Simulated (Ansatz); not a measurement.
Mulliken charges of `CS[SiH](F)F` from B3LYP/def2-TZVPP in Ansatz (PBE0-D4/def2-TZVP geometry).

```json
{"atom": "C1", "x (Å)": "0.191", "y (Å)": "-0.972", "z (Å)": "-1.161", "charge (e)": "-0.282"}
{"atom": "S2", "x (Å)": "0.771", "y (Å)": "-0.947", "z (Å)": "0.567", "charge (e)": "-0.202"}
{"atom": "Si3", "x (Å)": "-0.094", "y (Å)": "0.853", "z (Å)": "1.191", "charge (e)": "0.771"}
{"atom": "F4", "x (Å)": "-1.672", "y (Å)": "0.831", "z (Å)": "1.004", "charge (e)": "-0.308"}
{"atom": "F5", "x (Å)": "0.395", "y (Å)": "2.071", "z (Å)": "0.295", "charge (e)": "-0.308"}
{"atom": "H6", "x (Å)": "0.584", "y (Å)": "-1.887", "z (Å)": "-1.600", "charge (e)": "0.127"}
{"atom": "H7", "x (Å)": "0.577", "y (Å)": "-0.115", "z (Å)": "-1.711", "charge (e)": "0.139"}
{"atom": "H8", "x (Å)": "-0.897", "y (Å)": "-0.993", "z (Å)": "-1.203", "charge (e)": "0.139"}
{"atom": "H9", "x (Å)": "0.234", "y (Å)": "1.112", "z (Å)": "2.602", "charge (e)": "-0.075"}
```

By hand: the dipole of these point charges (1 e Å = 4.8032 D).

Σ q r = (0.123, -0.248, -0.072) e Å, of length 0.286 e Å = 1.37 D.

How does the dipole of the full density compare? (Best estimate.)

The calculation gave: (0.067, -0.205, -0.161) e Å, 1.29 D; the point charges give 1.06 times that, at 23° from its direction.

Point charges leave out the atoms' own dipoles, such as those of lone pairs, and Mulliken's split depends on the basis, so the two needn't agree.

B3LYP here is the variant with VWN-RPA as its local correlation; programs differ in this.
